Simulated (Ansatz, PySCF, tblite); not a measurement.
Bond stretch in CH3Cl3Si, SMILES Cl[Si](Cl)(C)Cl. The Si2–Cl8 bond (Si2 also carries C, Cl, Cl; Cl8 carries nothing else) is stretched with both fragments frozen at the PBE0/def2-TZVP optimised geometry.

- RKS-PBE = restricted PBE/cc-pVDZ (Ansatz, a quantum-chemistry and plane-wave program)
- UKS-B3LYP = unrestricted B3LYP/cc-pVDZ (Ansatz)
- GFN2-xTB, 300 K electronic temperature (tblite)
- UKS-B3LYP/6-311+G** = unrestricted B3LYP/6-311+G**, spherical d (PySCF)

Energies are in eV, each relative to the lowest point of its own curve near equilibrium.

```
R / Å  RKS-PBE  UKS-B3LYP  GFN2-xTB  UKS-B3LYP/6-311+G**
-----  -------  ---------  --------  -------------------
1.67     2.946      2.932     2.347                2.623
1.79     1.214      1.202     0.705                1.019
1.93     0.273      0.265     0.077                0.190
1.96     0.172      0.165     0.032                0.108
2.04     0.023      0.020     0.000                0.001
2.09     0.000      0.000     0.026                0.000
2.19     0.071      0.077     0.143                0.104
2.29     0.247      0.261     0.317                0.302
2.49     0.759      0.789     0.750                0.835
2.72     1.423      1.476     1.309                1.506
3.01     2.200      2.286     1.994                2.286
3.31     2.862      2.986     2.582                2.957
3.75     3.574      3.630     3.164                3.590
4.25     4.091      3.984     3.485                3.937
4.96     4.484      4.206     3.637                4.156
5.92     4.699      4.306     3.715                    —
```

At the longest distance, 5.92 Å, RKS-PBE lies highest above its minimum (4.699 eV) and GFN2-xTB lowest (3.715 eV).

Dashes: no converged value, or the column stops at the first point that the program doubted or that broke a chosen test of continuity, which isn't proof of a fault.

The restricted form behind RKS-PBE keeps the bonding electrons paired and can't separate into open-shell fragments. The unrestricted determinant behind UKS-B3LYP, UKS-B3LYP/6-311+G** is spin-contaminated at 3.75 to 5.92 Å (<S²> up to 0.8, against 0.00 for a pure singlet). The unrestricted solution behind UKS-B3LYP/6-311+G** changes between 4.96 and 5.92 Å, which can leave a kink.
